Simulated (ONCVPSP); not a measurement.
# What one change does to a pseudopotential (Cd (Z = 48), ONCV)

ONCVPSP 4.0.1 input, shortened (lines: element, Z, core and valence counts, functional; n l f; lmax; l rc ep ncon nbas qcut; lloc lpopt rc5 dvloc0; l nproj debl; icmod fcfact rcfact), PBEsol, scalar-relativistic:

```
  Cd 48.00    6    4  -116133      upf
    1    0    2.00
    2    0    2.00
    2    1    6.00
    3    0    2.00
    3    1    6.00
    3    2   10.00
    4    0    2.00
    4    1    6.00
    4    2   10.00
    5    0    1.00
    2
    0    1.65    0.00    4    8    9.10
    1    0.95    0.00    4    9    6.90
    2    1.25    0.00    4    7    6.50
    4    5    0.95    0.00
    0    2    2.10
    1    2    3.90
    2    1    2.00
    1    0.60    0.00
```

All-electron outer shells of the reference configuration (PBEsol, scalar-relativistic, ld1.x):

```json
{"shell": "3d", "level (eV)": "-402.42", "outermost node (bohr)": "–", "outermost maximum (bohr)": "0.27"}
{"shell": "4s", "level (eV)": "-114.66", "outermost node (bohr)": "0.43", "outermost maximum (bohr)": "0.79"}
{"shell": "4p", "level (eV)": "-75.76", "outermost node (bohr)": "0.43", "outermost maximum (bohr)": "0.84"}
{"shell": "4d", "level (eV)": "-20.52", "outermost node (bohr)": "0.42", "outermost maximum (bohr)": "0.98"}
{"shell": "5s", "level (eV)": "-13.08", "outermost node (bohr)": "1.06", "outermost maximum (bohr)": "2.23"}
```

Change: s: qcut 6; p: qcut 4.6; d: qcut 4.3.

Cutoffs: the cutoffs (Ha) at which the residual kinetic energy of the hardest occupied pseudo-wave falls to 1 and 0.1 mHa per electron; they do not see the model core or the augmentation charge, which bear on the density cutoff. Errors are all-electron minus pseudo energies relative to the spin-unpolarised reference configuration.

Predict the effect on cutoff, ghosts and configuration errors.

The potential gets neither clearly harder nor softer (267 Ha and 311 Ha → 257 Ha and 308 Ha); the p channel sets the loose cutoff, while the largest relative change is in s, which becomes softer; of the 4 tests that both files solve, the error grows in 2 and shrinks in 1 by more than 15 % and 0.3 meV (median size 2.8 → 3.7 meV); the range in which the s phases agree narrows (upper end 4.8 → 3.0); neither file shows a bound ghost.

| quantity | base | changed |
| --- | --- | --- |
| cutoff, loose | 267 Ha | 257 Ha |
| cutoff, tight | 311 Ha | 308 Ha |
| loose cutoff by channel | s 24 Ha, p 267 Ha, d 97 Ha | s 11 Ha, p 257 Ha, d 107 Ha |
| bound ghosts | none | none |
| GHOST(+) flags under 300 eV | s at 146.4 eV | s at 91.8 eV |
| error for 4s2 4p6 4d10 5s2, meV [ΔE -9.31 eV] | +0.9 | +0.3 |
| error for 4s2 4p6 4d10 5s0, meV [ΔE 17.10 eV] | -4.7 | -6.5 |
| error for 4s2 4p6 4d9 5s0, meV [ΔE 55.09 eV] | -7.7 | -10 |
| error for 4s2 4p6 4d10 5s1 5p1, meV [ΔE -4.58 eV] | +0.9 | +0.9 |
| s: phases at 1.68 bohr within 0.05 rad from the reference energy up to (Ha; the scan ends near 5) | 4.8 | 3.0 |
| p: phases at 0.97 bohr within 0.05 rad from the reference energy up to (Ha; the scan ends near 5) | to the end of the scan | to the end of the scan |
| d: phases at 1.27 bohr within 0.05 rad from the reference energy up to (Ha; the scan ends near 5) | to the end of the scan | to the end of the scan |
| rms error of d²Exc/dni dnj with the model core, mHa | 1.67 | 2.19 |
